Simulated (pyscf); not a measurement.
## H₃C–Ga(CH₃)–NH₂, singlet

Gas-phase minimum from PySCF at ωB97X-D3(BJ)/def2-SVP, one conformer. 

SMILES: [CH3][Ga]([CH3])[NH2]
```xyz
12

C      1.4685     0.9445     1.2371
Ga    -0.1788     0.7457     0.1805
C     -1.0572     2.1879    -0.8284
N     -0.9511    -0.9024     0.1329
H      1.7664     0.0017     1.7214
H      2.3014     1.2802     0.5974
H      1.3375     1.7075     2.0221
H     -0.3617     2.6316    -1.5597
H     -1.3713     2.9985    -0.1501
H     -1.9463     1.8323    -1.3715
H     -1.7970    -1.1245    -0.3795
H     -0.5902    -1.7185     0.6136
```

Bonds (Å): C1–Ga2 1.967, C1–H5 1.101, C1–H6 1.103, C1–H7 1.103, Ga2–C3 1.967, Ga2–N4 1.821, C3–H8 1.102, C3–H9 1.103, C3–H10 1.101, N4–H11 1.014, N4–H12 1.014. Angles (°): Ga2–C1–H5 112.1, Ga2–C1–H6 110.6, Ga2–C1–H7 110.7, H5–C1–H6 108.2, H5–C1–H7 108.2, H6–C1–H7 107.0, C1–Ga2–C3 125.1, C1–Ga2–N4 117.4, C3–Ga2–N4 117.4, Ga2–C3–H8 110.7, Ga2–C3–H9 110.5, Ga2–C3–H10 112.1, H8–C3–H9 107.0, H8–C3–H10 108.2 (the first ones only).

Properties at ωB97X-D3(BJ)/def2-SVP:

```
Property                                                                                                                                                                                                                                                                               Result
---------------------------------------------------------------------------------------------------------------------  ----------------------------------------------------------------------------------------------------------------------------------------------------------------------
Harmonic wavenumbers, unscaled                                                                                         53, 65, 146, 159, 171, 346, 421, 558, 604, 645, 673, 714, 723, 756, 776, 1242, 1243, 1441, 1442, 1445, 1450, 1539, 3062, 3063, 3156, 3157, 3172, 3172, 3625, 3725 cm⁻¹
Zero-point energy                                                                                                                                                                                                                                                               61.1 kcal/mol
Rotational symmetry number                                                                                                                                                                                                                                                                  2
Entropy of this conformer at 298 K and 1 atm, rigid rotor and harmonic oscillator, modes under 100 cm⁻¹ raised to 100                                                                                                                                                         352.5 J/(mol K)
Dipole moment                                                                                                                                                                                                                                                                          0.51 D
```

Single-point totals, which compare only within one level:

```tsv
level	total energy (hartree)
ωB97X-D3(BJ)/def2-TZVP	-2060.75423
PBE/def2-TZVP	-2060.23727
r²SCAN/def2-TZVP	-2060.62354
B3LYP-D3(BJ)/def2-TZVP	-2060.78998
PBE0-D3(BJ)/def2-TZVP	-2060.30378
M06-2X/def2-TZVP	-2060.64473
ωB97M-D3(BJ)/def2-TZVP	-2060.77799
```

Soft torsions are taken as harmonic, which can shift the entropy by several J/(mol K). Elements up to Kr have no core potential and no relativistic terms here.
